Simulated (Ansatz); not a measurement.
PBE exchange is replaced step by step with exact exchange (0 % is PBE, 25 % PBE0; no dispersion term), basis def2-TZVP, Ansatz. System: the cluster Rb3H2⁺. Charge 1, multiplicity 1. Geometry: r2SCAN-D4/def2-TZVP, each spin state at its own.

The relaxed triplet has other bonds than the singlet, so its gap is one between isomers. The relaxed quintet has other bonds than the singlet, so its gap is one between isomers.

Geometry of the singlet:

```xyz
5

Rb   -4.851   -1.338    0.940
Rb    0.166   -0.099    0.510
Rb    4.640    1.453   -1.603
H     2.469    0.702   -0.583
H    -2.424   -0.718    0.736
```

In the def2 sets Rb takes a core potential; there is no spin–orbit coupling. At PBE-D4/def2-TZVP, PBE with 5 % exact exchange/def2-TZVP, PBE with 10 % exact exchange/def2-TZVP the gap within one spin of the charge 1 triplet nearly closes, so an electron or hole may be smeared out by delocalisation error. In the quintet geometry the species has come apart into loosely held pieces. The structure comes from a short search, and lower isomers may exist.

| exact exchange (%) | HOMO (eV) | LUMO (eV) | gap (eV) | triplet − singlet (kJ/mol) | quintet − singlet (kJ/mol) |
| --- | --- | --- | --- | --- | --- |
| 0 | -6.40 | -3.82 | 2.59 | 277.0 | 486.9 |
| 5 | -6.58 | -3.70 | 2.88 | 286.5 | 487.2 |
| 10 | -6.76 | -3.58 | 3.18 | 296.0 | 487.6 |
| 15 | -6.95 | -3.47 | 3.48 | 305.5 | 488.1 |
| 25 | -7.33 | -3.24 | 4.08 | 324.5 | 489.2 |
| 35 | -7.72 | -3.03 | 4.69 | 329.7 | 490.5 |
| 50 | -8.33 | -2.74 | 5.59 | 332.9 | 492.8 |

The spin gap doesn't follow a straight line here, which points to a change of state along the sweep.
